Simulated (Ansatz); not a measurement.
Cl2GaHO, SMILES `[OH][Ga]([Cl])[Cl]`, relaxed with RKS PBE-D4/def2-SVP in Ansatz 0.2.0 from a rough embedded geometry. The force threshold is 0.03 eV/Å; the program also tests the step.

Total charge 0; spin multiplicity 1.

Start:

```xyz
5

O     0.790    0.044    0.774
Ga   -0.103    0.201   -0.331
Cl   -1.776   -0.546    0.876
Cl   -0.462    0.870   -1.770
H     1.552   -0.569    0.451
```

Problem. How much energy does the relaxation release, and in how many steps? (Best estimate.)

Solution. The calculation gave: 864.12 kJ/mol, in 9 steps, 1 of them rejected.

Problem. Which bonds change most? (Estimate.)

Solution. Computed: Ga2–Cl4 from 1.627 to 2.150 Å; O1–Ga2 from 1.429 to 1.786 Å; Ga2–Cl3 from 2.194 to 2.136 Å; O1–H5 from 1.030 to 0.977 Å.

Problem. Give the relaxed structure. (Best estimate.)

Solution. Ansatz gave: 
```xyz
5

O     1.111   -0.355    0.839
Ga   -0.398    0.015   -0.043
Cl   -2.258   -0.420    0.912
Cl   -0.350    0.873   -2.014
H     1.894   -0.114    0.307
```
